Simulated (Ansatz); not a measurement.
Two structures of SnPNH₈, singlet, reached by relaxing down either side of one saddle point (PBE0-D4/def2-TZVP). Energies are electronic, without zero-point energy. Computed with Ansatz 0.2.0 (basis: def2-TZVPP and def2-QZVPP); correlated methods freeze the cores. Filled d shells of the heavier atoms are correlated. Core potentials replace the inner electrons of the atoms past krypton. The def2 sets are not built for correlating such inner shells, so the correlated values are less sure here. Extrapolation: Hartree–Fock as exp(−7.88 √X), correlation as X^−2.97. First:

```tsv
atom	x (Å)	y (Å)	z (Å)
Sn1	-0.9469	-1.3781	0.6789
N2	1.0446	-0.9477	0.6489
H3	-1.2947	-2.8560	1.4793
H4	-1.6873	-0.0833	1.5009
H5	-1.4216	-1.4716	-0.9540
H6	0.6851	1.3189	-0.6776
P7	-0.2460	2.2098	-1.2766
H8	1.4410	-0.8620	1.5768
H9	1.5876	-1.6482	0.1592
H10	0.3224	3.3607	-0.6702
H11	0.5158	2.3573	-2.4655
```

Second:

```
11
angstrom
Sn -1.3923 -0.3199 0.2279
N 1.7108 -0.8032 -0.0810
H -0.8195 -0.5634 1.8164
H -3.0896 -0.0453 0.3271
H -1.1807 -1.7296 -0.7115
H 2.2111 -0.2752 -0.7860
P -0.3575 1.6617 -0.8964
H 2.2279 -0.7184 0.7857
H 1.7421 -1.7770 -0.3577
H -1.4278 2.5457 -0.5885
H 0.3755 2.0246 0.2638
```

Question: Which bonds change from the first to the second?

Answer: SnNH₅ ([NH2][SnH3]) + PH₃ → SnPH₅ ([PH2][SnH3]) + NH₃; bonds formed: Sn1–P7, N2–H6; bonds broken: Sn1–N2, H6–P7.

Question: Give the saddle point's structure and its height above each. (An estimate is asked for; the value comes from the calculation.)

Answer: The calculation gives: 1.147 eV above the first and 1.757 eV above the second (CCSD(T) at an estimated basis limit (MP2 extrapolated from triple and quadruple zeta, plus CCSD(T) − MP2 in triple zeta)).
Sn1  (-1.064, -1.051, 0.481)
N2  (1.010, -0.523, 0.402)
H3  (-0.939, -2.538, 1.333)
H4  (-1.854, 0.101, 1.430)
H5  (-1.587, -1.327, -1.101)
H6  (0.752, 0.473, -0.187)
P7  (-0.339, 1.805, -1.055)
H8  (1.448, -0.351, 1.304)
H9  (1.599, -1.159, -0.129)
H10  (0.393, 2.794, -0.339)
H11  (0.581, 1.775, -2.139)
(Å)

The T1 diagnostic stays at or below 0.014.

Labels in which every atom is bracketed show which atoms are joined, not bond orders.

For scale, one of the runs: CCSD(T)/def2-TZVPP, 235 basis functions, launched by `ansatz run in.yaml --threads 4 --pin off --events-out ev --progress --plain --max-ram 9574MiB`. Hardware: 4 CPU threads of an Arm Neoverse V1, shared host. Wall time 2.3 min; peak host memory 4.5 GiB.
